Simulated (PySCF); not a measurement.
## Ionisation energy of Ne⁺ by level of theory

Ne⁺ [He] 2s2 2p5 (2P) → Ne²⁺ [He] 2s2 2p4 (3P), as a difference of total energies. All numbers are calculated (PySCF 2.14, scalar relativity by spin-free X2C-1e, in jorge-DZP-DKH (4s2p1d, 15 functions)). Correlated levels: valence: 1s2 frozen. The calculations carry no spin-orbit coupling.

| method | ionisation energy (eV) | error (eV) |
| --- | --- | --- |
| UHF | 39.436 | -1.527 |
| M06-2X | 41.291 | +0.328 |
| TPSS | 41.143 | +0.180 |
| MP2 (valence) | 40.385 | -0.578 |
| SCS-MP2 (valence) | 40.330 | -0.633 |
| CCSD (valence) | 40.344 | -0.619 |
| CCSD(T) (valence) | 40.365 | -0.598 |

Reference: 40.963 eV (measured; NIST Atomic Spectra Database, ionization energies).

Errors of the correlated levels include the incompleteness of this basis and the frozen core.
